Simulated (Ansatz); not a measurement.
C2H3NO, SMILES `NC#CO` (charge 0, multiplicity 1).

Cartesian coordinates (Å):
SMILES: NC#CO
```xyz
7

N     -1.5576    -0.1351    -0.0443
C     -0.2428    -0.0212     0.2610
C      0.9417     0.0820     0.4259
O      2.2059     0.1910     0.7825
H     -2.1312     0.6511     0.2253
H     -1.9837    -1.0143     0.2111
H      2.7676     0.2466    -0.0024
```
Charge 0, multiplicity 1.

Frozen-core energies in 6-31g from Ansatz (an electronic-structure program) at a geometry from B3LYP-D3(BJ)/def2-TZVP; the HF reference has <S^2> = 0.00 and the T1 diagnostic is 0.013.

```json
[
 {"level": "HF", "energy (Ha)": "-206.59838"},
 {"level": "MP2", "energy (Ha)": "-206.99872"},
 {"level": "CCSD", "energy (Ha)": "-207.01836"},
 {"level": "CCSD(T)", "energy (Ha)": "-207.02951"}
]
```

Estimate the energies of CCSDT and CCSDT(Q), and give each level's difference from CCSDT(Q).


```tsv
level	energy (Ha)	difference from CCSDT(Q) (mHa)
MP2	-206.99872	32.97
CCSD	-207.01836	13.32
CCSD(T)	-207.02951	2.18
CCSDT	-207.02987	1.81
CCSDT(Q)	-207.03169	0.00
```
